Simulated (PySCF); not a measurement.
# Bond lengths and vibrations by method: BClGeH2N cation

All numbers below are calculated, not measured. They come from PySCF 2.14.0, an open-source quantum chemistry program, on an isolated molecule that a program drew, which may never have been made. The molecule is BClGeH2N cation (charge +1, singlet), drawn as the SMILES string `B=[N][GeH+][Cl]`.

The geometry was optimised and harmonic frequencies were computed with HF and MP2, all in the cc-pV(D+d)Z basis, for the commonest isotopes, with a restricted reference for singlets and an unrestricted one otherwise, and a frozen core in MP2. Germanium has the cc-pVDZ-PP basis, with a core potential (ECP10MDF) in place of its 10 inner electrons, and its 3s, 3p and 3d shells are frozen in MP2. Each result is a local minimum of its method.

Geometry at the HF minimum:
```xyz
6
BClGeH2N cation, angstrom
B    -2.4442   -1.4813    0.6619
N    -1.2814   -1.2335    0.2271
Ge    0.3059   -0.8711   -0.2712
Cl    1.6375   -0.1066    1.1060
H    -3.5206   -1.7133    1.0546
H     0.7935   -1.0800   -1.6751
```

Lengths of the bonds as drawn, in Å (atoms numbered as above):
| bond | HF | MP2 |
|---|---|---|
| B1-N2 | 1.266 | 1.287 |
| N2-Ge3 | 1.703 | 1.733 |
| Ge3-Cl4 | 2.063 | 2.068 |
| B1-H5 | 1.169 | 1.178 |
| Ge3-H6 | 1.501 | 1.512 |

Rotational constants, in GHz:
| constant | HF | MP2 |
|---|---|---|
| A | 10.16 | 9.999 |
| B | 2.27 | 2.22 |
| C | 1.855 | 1.817 |

Harmonic frequencies in cm^-1, each column in rising order, so a row needn't be the same motion in every method:
```
rank    HF   MP2
   1    88    75
   2   146   123
   3   250   227
   4   514   498
   5   545   507
   6   725   674
   7   785   727
   8   828   743
   9   833   750
  10  1882     ?
  11  2388  2305
  12  3015  2926
```

**Estimate the missing MP2 frequency from the HF column.**

A single factor s that minimises the squared misfit of MP2 against s times HF over the other rows is sum(HF x MP2) / sum(HF^2) = 0.9595, with an rms misfit of 28 cm^-1. For rank 10 it gives 0.9595 x 1882 = 1806 cm^-1. The calculation gives 1790 cm^-1, 16 cm^-1 below the estimate. The drawn bonds are on average 1.0 % longer in MP2 than in HF.
